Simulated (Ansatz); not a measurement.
`CN(C)c1cc2cc3sc(-c4cc5cc6sc(-c7cc8cc9sc(C#N)cc9cc8s7)cc6cc5s4)cc3cc2s1` with charge -1. Total charge -1; doublet. Geometry PBE-D4/def2-SVP, that of the neutral singlet; atoms count from 1.

```xyz
59

C     9.908    7.025    3.194
N     9.157    7.071    1.955
C     9.784    7.650    0.782
C     8.096    6.223    1.756
C     7.435    5.932    0.570
C     6.332    5.034    0.746
C     5.437    4.529   -0.223
C     4.439    3.644    0.192
S     3.230    2.888   -0.830
C     2.529    2.028    0.550
C     1.402    1.153    0.351
C     0.711    0.887   -0.821
C    -0.362   -0.044   -0.661
C    -1.262   -0.535   -1.633
C    -2.234   -1.451   -1.227
S    -3.452   -2.195   -2.247
C    -4.109   -3.104   -0.879
C    -5.232   -3.986   -1.079
C    -5.925   -4.247   -2.249
C    -6.996   -5.182   -2.089
C    -7.897   -5.669   -3.059
C    -8.868   -6.588   -2.653
S   -10.087   -7.323   -3.675
C   -10.731   -8.231   -2.303
C   -11.835   -9.099   -2.487
N   -12.752   -9.818   -2.647
C   -10.045   -7.979   -1.126
C    -8.975   -7.045   -1.292
C    -8.072   -6.557   -0.320
C    -7.104   -5.641   -0.726
S    -5.882   -4.899    0.290
C    -3.419   -2.839    0.293
C    -2.348   -1.905    0.134
C    -1.449   -1.412    1.107
C    -0.478   -0.498    0.702
S     0.743    0.245    1.720
C     3.202    2.318    1.727
C     4.289    3.231    1.561
C     5.182    3.741    2.534
C     6.174    4.622    2.115
S     7.396    5.363    3.143
H     9.214    6.974    4.059
H    10.602    6.152    3.257
H    10.503    7.953    3.299
H    10.301    6.888    0.150
H    10.526    8.406    1.099
H     9.026    8.157    0.150
H     7.726    6.340   -0.404
H     5.532    4.831   -1.276
H     0.970    1.356   -1.781
H    -1.189   -0.199   -2.677
H    -5.670   -3.775   -3.209
H    -7.827   -5.329   -4.103
H   -10.310   -8.457   -0.174
H    -8.142   -6.897    0.723
H    -3.676   -3.308    1.254
H    -1.522   -1.749    2.152
H     2.918    1.883    2.696
H     5.085    3.440    3.587
```

Single mean-field runs in def2-SVP are fitted with def2-universal-jkfit.

(1) Estimate the Mulliken populations of the heavy atoms from the PBE0/def2-SVP orbitals of Ansatz.

(2) Where does the spin sit?

(3) And the Mayer bond orders between bonded heavy atoms (over 0.3, the first 40 of 49)?

## Answers

(1) 
| atom | charge (e) | spin (α − β) |
| --- | --- | --- |
| C1 | 0.04 | 0.00 |
| N2 | -0.39 | 0.01 |
| C3 | 0.06 | 0.00 |
| C4 | 0.05 | 0.03 |
| C5 | -0.08 | -0.02 |
| C6 | 0.04 | 0.04 |
| C7 | -0.05 | -0.02 |
| C8 | -0.08 | 0.02 |
| S9 | 0.08 | 0.01 |
| C10 | -0.06 | -0.03 |
| C11 | -0.08 | 0.11 |
| C12 | -0.05 | -0.02 |
| C13 | 0.03 | 0.05 |
| C14 | -0.05 | 0.04 |
| C15 | -0.08 | -0.01 |
| S16 | 0.07 | 0.02 |
| C17 | -0.07 | 0.05 |
| C18 | -0.07 | 0.07 |
| C19 | -0.07 | 0.07 |
| C20 | 0.04 | 0.00 |
| C21 | -0.05 | 0.11 |
| C22 | -0.07 | -0.05 |
| S23 | 0.12 | 0.02 |
| C24 | -0.27 | 0.12 |
| C25 | -0.09 | -0.03 |
| N26 | -0.06 | 0.08 |
| C27 | 0.05 | 0.00 |
| C28 | 0.01 | 0.05 |
| C29 | -0.05 | 0.06 |
| C30 | -0.07 | -0.02 |
| S31 | 0.07 | 0.02 |
| C32 | -0.07 | 0.09 |
| C33 | 0.04 | -0.01 |
| C34 | -0.06 | 0.10 |
| C35 | -0.07 | -0.05 |
| S36 | 0.07 | 0.01 |
| C37 | -0.06 | 0.11 |
| C38 | 0.03 | -0.04 |
| C39 | -0.04 | 0.06 |
| C40 | -0.08 | -0.03 |
| S41 | 0.04 | 0.00 |
Mulliken values and Mayer orders depend strongly on the basis.

(2) Summed by element: C 0.87, N 0.08, S 0.08, H -0.03, of 1 unpaired in all. Largest on single atoms: C24 0.12, C21 0.11, C37 0.11.

(3) C1–N2 0.99 (1.45 Å); N2–C3 1.00 (1.45 Å); N2–C4 1.13 (1.37 Å); C4–C5 1.51 (1.39 Å); C4–S41 1.07 (1.78 Å); C5–C6 1.17 (1.43 Å); C6–C7 1.34 (1.41 Å); C6–C40 1.27 (1.44 Å); C7–C8 1.41 (1.40 Å); C8–S9 1.05 (1.75 Å); C8–C38 1.26 (1.44 Å); S9–C10 1.06 (1.77 Å); C10–C11 1.23 (1.44 Å); C10–C37 1.49 (1.39 Å); C11–C12 1.47 (1.39 Å); C11–S36 1.05 (1.77 Å); C12–C13 1.25 (1.43 Å); C13–C14 1.28 (1.41 Å); C13–C35 1.25 (1.44 Å); C14–C15 1.44 (1.40 Å); C15–S16 1.04 (1.75 Å); C15–C33 1.24 (1.44 Å); S16–C17 1.04 (1.77 Å); C17–C18 1.27 (1.44 Å); C17–C32 1.43 (1.39 Å); C18–C19 1.43 (1.39 Å); C18–S31 1.04 (1.77 Å); C19–C20 1.26 (1.43 Å); C20–C21 1.29 (1.41 Å); C20–C30 1.23 (1.44 Å); C21–C22 1.41 (1.40 Å); C22–S23 1.05 (1.75 Å); C22–C28 1.25 (1.44 Å); S23–C24 1.04 (1.77 Å); C24–C25 1.22 (1.42 Å); C24–C27 1.46 (1.38 Å); C25–N26 2.91 (1.18 Å); C27–C28 1.25 (1.43 Å); C28–C29 1.26 (1.41 Å); C29–C30 1.46 (1.39 Å).
